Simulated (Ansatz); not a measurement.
System: sum formula SiN₂H₅, charge 0, multiplicity 2. It need not be the lowest isomer of its formula. 
Coordinates optimised at B3LYP-D3(BJ)/def2-TZVP (Ansatz, an electronic-structure program):
```
Si
N 1 1.7097
H 2 1.0080 1 120.62
H 2 1.0080 3 110.98 1 149.41
N 1 1.7536 2 115.11 3 73.24
H 5 1.0242 1 113.20 2 -180.00
H 1 1.4853 2 107.58 3 -167.02
H 1 1.4853 7 111.75 2 -117.87
```
Charge 0, spin multiplicity 2.

Computed values are from Ansatz. Correlated levels leave the core frozen unless marked. Open shells are spin-unrestricted. Spin-orbit coupling is left out. Non-relativistic. CBS(X,Y): correlation extrapolated as X^-3; Hartree-Fock from the larger set (for Q and 5 zeta extrapolated as (X+1)exp(-9√X)).

```yaml
atomisation energy De: 598.2 kcal/mol at CCSD(T)/CBS(cc-pV(Q+d)Z,cc-pV(5+d)Z)
total_energy: -401.4546 Eh at CCSD(T)/CBS(cc-pV(Q+d)Z,cc-pV(5+d)Z)
dipole_moment: 0.40 D at CCSD(T)/aug-cc-pV(D+d)Z
T1 diagnostic: 0.014 at CCSD/cc-pV(5+d)Z
```
